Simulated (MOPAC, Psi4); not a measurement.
Approach curve of the dimer CF4 ··· CH3Br (SMILES FC(F)(F)F and CBr). Monomers: optimised at B3LYP-D3(BJ) (def2-TZVP), held rigid. Orientation: lowest of the rigid-body minima from ten starts at GFN2-xTB. The monomers approach along the line of their centres of mass (distance R); nothing else relaxes.

Methods: AM1, restricted, heats of formation (MOPAC); PM3, restricted, heats of formation (MOPAC); SCS-MP2/aug-cc-pVDZ = DF-SCS-MP2/aug-cc-pVDZ, frozen core, counterpoise-corrected (Psi4 1.11); SAPT0/jun-cc-pVDZ, frozen core (Psi4).

Interaction energies in kcal/mol:

```
R / Å    AM1    PM3  SCS-MP2/aug-cc-pVDZ
-----  -----  -----  -------------------
3.28    9.04   1.51                 5.82
3.48    3.94   1.54                 2.27
3.70    1.56   0.88                 0.46
3.86    0.83   0.43                -0.14
4.10    0.34   0.03                -0.50
4.27    0.18  -0.10                -0.55
4.58    0.03  -0.20                -0.49
4.90   -0.03  -0.20                -0.37
5.37   -0.05  -0.15                -0.23
6.05   -0.03  -0.09                -0.11
7.05   -0.01  -0.04                -0.05
8.36    0.00  -0.02                -0.02
```

Question: Estimate the SAPT0/jun-cc-pVDZ values at these points.

Answer: 3.28: 4.84; 3.48: 1.67; 3.70: 0.11; 3.86: -0.38; 4.10: -0.63; 4.27: -0.65; 4.58: -0.55; 4.90: -0.42; 5.37: -0.26; 6.05: -0.13; 7.05: -0.06; 8.36: -0.02 (kcal/mol).
